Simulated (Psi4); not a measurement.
Br3ClSn, singlet, at a GFN2-xTB geometry (such geometries of metal compounds can be far from the true shape) (core potentials on Sn).

Here is a job for Psi4.
```
memory 2 GB

molecule {
0 1
Cl   -0.05180291    0.11668519    2.62165744
Sn   -0.00574607    0.01294292    0.29079864
Br    2.12686844   -1.14056758   -0.47147866
Br   -0.07830954    2.36438446   -0.67105113
Br   -2.01518883   -1.29898243   -0.54627331
}

set {
  basis def2-svpd
}

energy('r2scan')
print_variables()
```

Problem. What does this run give for the number of basis functions, dipole moment, total energy?

Solution. 
```yaml
number_of_basis_functions: 182
dipole_moment: 0.22 D
total_energy: -8396.1219 Eh
```
